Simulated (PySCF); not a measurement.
## Atomic charges by several schemes

Species: C5H11Cl2FSi.
Numbering: `[CH3:1][C@@H:2]([CH2:3][CH:4]([Cl:5])[Cl:6])[C@H:7]([F:8])[SiH3:9]` (hydrogens: H10, H11, H12 on C1; H13 on C2; H14, H15 on C3; H16 on C4; H17 on C7; H18, H19, H20 on Si9)

Structure used (GFN2-xTB), in Å, numbered top down from 1:
```
atom  x, y, z in Å
C1    -0.5582   -1.3174    1.0615
C2     0.0787   -0.1527    0.3093
C3     1.4927   -0.5456   -0.1574
C4     2.3973    0.6486   -0.4007
Cl5    2.6831    1.5406    1.1124
Cl6    3.9681    0.0980   -1.0371
C7    -0.8162    0.2514   -0.8615
F8    -0.2226    1.3129   -1.5492
Si9   -2.5919    0.8467   -0.4021
H10    0.0711   -1.6165    1.8959
H11   -1.5309   -1.0339    1.4552
H12   -0.6875   -2.1717    0.4005
H13    0.1660    0.7015    0.9876
H14    1.9612   -1.1809    0.5968
H15    1.4296   -1.1164   -1.0871
H16    1.9902    1.3586   -1.1201
H17   -0.8477   -0.5660   -1.5932
H18   -2.4949    1.6465    0.8170
H19   -3.0608    1.6407   -1.5326
H20   -3.4324   -0.3338   -0.2002
```

Density: PBE0/pcSseg-1 (PySCF); schemes: Mulliken, IAO, Hirshfeld and ESP-fitted. Isolated species at its GFN2-xTB geometry (one conformer only).

Question: Tabulate the Mulliken, IAO, Hirshfeld and ESP-fitted charges.

Answer: In e:

| atom | environment | Mulliken | IAO | Hirshfeld | ESP-fitted |
| --- | --- | --- | --- | --- | --- |
| C1 | methyl carbon | -0.219 | -0.416 | -0.110 | -0.615 |
| C2 | sp3 CH carbon | -0.392 | -0.113 | -0.035 | +0.307 |
| C3 | chain CH2 carbon | -0.103 | -0.262 | -0.084 | -0.168 |
| C4 | CHCl2 carbon | -0.218 | -0.086 | +0.037 | -0.333 |
| Cl5 | alkyl chlorine | -0.076 | -0.084 | -0.046 | -0.059 |
| Cl6 | alkyl chlorine | -0.071 | -0.086 | -0.061 | -0.065 |
| C7 | sp3 C–F carbon | -0.003 | -0.081 | -0.019 | -0.009 |
| F8 | alkyl fluorine | -0.346 | -0.337 | -0.102 | -0.247 |
| Si9 | SiH3 silicon | +0.479 | +0.585 | +0.313 | +0.289 |
| H10 | methyl hydrogen | +0.132 | +0.152 | +0.050 | +0.175 |
| H11 | methyl hydrogen | +0.138 | +0.141 | +0.042 | +0.161 |
| H12 | methyl hydrogen | +0.114 | +0.139 | +0.043 | +0.135 |
| H13 | methine hydrogen | +0.147 | +0.142 | +0.023 | +0.012 |
| H14 | methylene hydrogen | +0.141 | +0.152 | +0.038 | +0.131 |
| H15 | methylene hydrogen | +0.144 | +0.150 | +0.042 | +0.109 |
| H16 | methine hydrogen | +0.217 | +0.195 | +0.039 | +0.280 |
| H17 | methine hydrogen | +0.120 | +0.135 | +0.037 | +0.098 |
| H18 | Si–H hydrogen | -0.067 | -0.110 | -0.068 | -0.064 |
| H19 | Si–H hydrogen | -0.061 | -0.097 | -0.067 | -0.056 |
| H20 | Si–H hydrogen | -0.075 | -0.119 | -0.072 | -0.083 |

Mean size of the charges over all atoms: IAO 0.179 e, ESP-fitted 0.170 e, Mulliken 0.163 e, Hirshfeld 0.066 e. Each set sums to the total charge, 0, to within 0.001 e. The Hirshfeld scheme divides the density at each point in proportion to the densities of the neutral, spherically averaged free atoms.

Lowest charge. The schemes don't all agree: Mulliken C2 (-0.392); IAO C1 (-0.416); Hirshfeld C1 (-0.110); ESP-fitted C1 (-0.615).

Highest charge. The schemes don't all agree: Mulliken Si9 (+0.479); IAO Si9 (+0.585); Hirshfeld Si9 (+0.313); ESP-fitted C2 (+0.307).

Question: How closely do the schemes follow one another over all atoms?

Answer: Correlation coefficient and root-mean-square difference: IAO with Hirshfeld 0.93, 0.139 e; Mulliken with IAO 0.90, 0.096 e; Mulliken with Hirshfeld 0.80, 0.139 e; IAO with ESP-fitted 0.78, 0.145 e; Hirshfeld with ESP-fitted 0.61, 0.180 e; Mulliken with ESP-fitted 0.59, 0.192 e.

Question: Sum the charges by element, for elements with more than one atom.

Answer: 
| element | atoms | Mulliken | IAO | Hirshfeld | ESP-fitted |
| --- | --- | --- | --- | --- | --- |
| C | 5 | -0.935 | -0.957 | -0.212 | -0.818 |
| Cl | 2 | -0.148 | -0.170 | -0.107 | -0.123 |
| H | 11 | +0.950 | +0.879 | +0.107 | +0.899 |

Question: How many electrons does the Mulliken scheme count on C2?

Answer: Z − q = 6 − (-0.392) = 6.392.

The run behind these numbers computed NMR shieldings as well. On one thread of an Arm Neoverse V1, on a shared host, this took 87 s (with the writing of density and orbital grids) and 1.0 GiB of memory at its peak.
